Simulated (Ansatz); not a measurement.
Z-matrix (Å, degrees):
```
B
H 1 1.1836
H 1 1.1846 2 122.90
S 1 1.7692 2 121.11 3 -180.00
H 4 1.3387 1 99.02 2 -0.01
```
Charge 0, multiplicity 1.

Computed with frozen-core CCSD(T)/cc-pVTZ // M06-2X/def2-TZVP in Ansatz (a first-principles code).

HF energy: -424.00094 Ha
MP2 correlation energy: -0.28589 Ha

Q: Estimate the CCSD correlation energy, the (T) correction, the total energy and the T1 diagnostic.

A: 
```json
{
  "CCSD correlation energy": "-0.31898 Ha",
  "(T) correction": "-0.01304 Ha",
  "CCSD(T) total energy": "-424.33296 Ha",
  "T1 diagnostic": "0.015"
}
```
